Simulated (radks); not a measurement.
Q: The mean radii <r> (bohr) of the occupied orbitals of an atom or ion are listed with their occupations. All-electron calculation, scalar-relativistic Kohn-Sham, PBEsol, spin-polarised, spherical densities, finite nucleus; Fermi nuclear charge, rms radius of each element as measured or else 0.836 A^(1/3) + 0.57 fm. Program: a radial shooting solver on a logarithmic mesh with Libxc functionals.

orbital  occ.      <r>
1s up       1  0.08113
1s down     1  0.08112
2s up       1   0.3880
2s down     1   0.3879
2p up       3   0.3506
2p down     3   0.3505
3s up       1    1.233
3s down     1    1.236
3p up       3    1.350
3p down     2    1.358

Name the element and its charge. Open shells, if any, are filled with parallel spins first.

A: Z = 19, potassium, charge +2: K2+ in [Ne] 3s2 3p5. The 1s radius gives Z: for a bare nucleus <r> = (2 gamma + 1)/(2Z) with gamma = sqrt(1 - (Z/c)^2), 0.07844 bohr for Z = 19, and screening makes it slightly larger (0.08113 here). The occupations add up to 17, and the charge is Z minus that.
